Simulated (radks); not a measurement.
Results of a calculation; reference values are marked as such.
Correlation energies from several functionals, in hartree. Species: Mg [Ne] 3s2; Rh4+ [Kr] 4d5; O4+ [He] 2s2. Level of theory: non-relativistic Kohn-Sham, exchange-only LDA, spin-polarised, spherical densities, point nucleus (a radial shooting solver on a logarithmic mesh with Libxc functionals). Every spin shell is full or empty, so the densities are truly spherical. Functionals are evaluated on that one density, not self-consistently.

functional        Mg     Rh4+        O4+
PW92        -0.88568  -3.9636   -0.30716
VWN5        -0.88979  -3.9819   -0.30858
PZ          -0.88309  -3.9549   -0.30660
Chachiyo    -0.86856  -3.9062   -0.30123
PBE         -0.40710  -2.1559   -0.10057
PBEsol      -0.48165  -2.4488   -0.12458
LYP         -0.45987  -2.0679   -0.12383
P86         -0.46144  -2.4431   -0.12078
PW91        -0.44668  -2.3405   -0.11662
AM05        -0.79613  -3.6869   -0.26947
TPSS        -0.41172  -2.1576   -0.10248
revTPSS     -0.42518  -2.1823   -0.10708
SCAN        -0.40992  -2.1412   -0.10270
B95         -0.46727  -2.6348   -0.13175
Tao-Mo      -0.36690  -2.0757  -0.079010
